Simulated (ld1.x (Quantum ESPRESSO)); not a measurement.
## u(r) = r·R(r): atom against pseudo-atom (oxygen (O))

Columns: radius, all-electron u(r) and pseudo u(r) of the 2p shell (level -64.96 eV) of oxygen in the configuration [He] 2s2 2p1; PBE, scalar-relativistic, PAW scheme, ld1.x (Quantum ESPRESSO) 7.5.

| r (bohr) | all-electron | pseudo |
| --- | --- | --- |
| 0.095 | 0.1263 | 0.0127 |
| 0.190 | 0.3590 | 0.0498 |
| 0.285 | 0.5863 | 0.1082 |
| 0.380 | 0.7681 | 0.1831 |
| 0.475 | 0.8959 | 0.2686 |
| 0.570 | 0.9739 | 0.3578 |
| 0.665 | 1.0077 | 0.4440 |
| 0.760 | 1.0055 | 0.5209 |
| 0.855 | 0.9761 | 0.5832 |
| 0.950 | 0.9274 | 0.6273 |
| 1.045 | 0.8663 | 0.6512 |
| 1.140 | 0.7982 | 0.6546 |
| 1.235 | 0.7272 | 0.6393 |
| 1.330 | 0.6564 | 0.6081 |
| 1.425 | 0.5879 | 0.5651 |
| 1.520 | 0.5232 | 0.5145 |
| 1.615 | 0.4629 | 0.4607 |
| 1.710 | 0.4076 | 0.4074 |
| 1.805 | 0.3574 | 0.3574 |
| 1.900 | 0.3121 | 0.3121 |
| 1.995 | 0.2716 | 0.2716 |
| 2.090 | 0.2355 | 0.2355 |
| 2.185 | 0.2036 | 0.2036 |
| 2.280 | 0.1755 | 0.1755 |
| 2.375 | 0.1509 | 0.1509 |
| 2.470 | 0.1294 | 0.1294 |

**Question.** How many radial nodes do the two functions have?

**Answer.** The all-electron 2p function has n − l − 1 = 0; the pseudo-wave has 0.

**Question.** At about which radius was the pseudo-wave matched?

**Answer.** 1.90 bohr. The columns agree to 0.0005 from 1.71 bohr on; several derivatives are matched, so the curves merge somewhat inside the radius.

**Question.** Is the pseudo-wave norm-conserving?

**Answer.** No, it belongs to a PAW set: the norm inside the radius is not constrained, and the difference is carried by the augmentation charge.
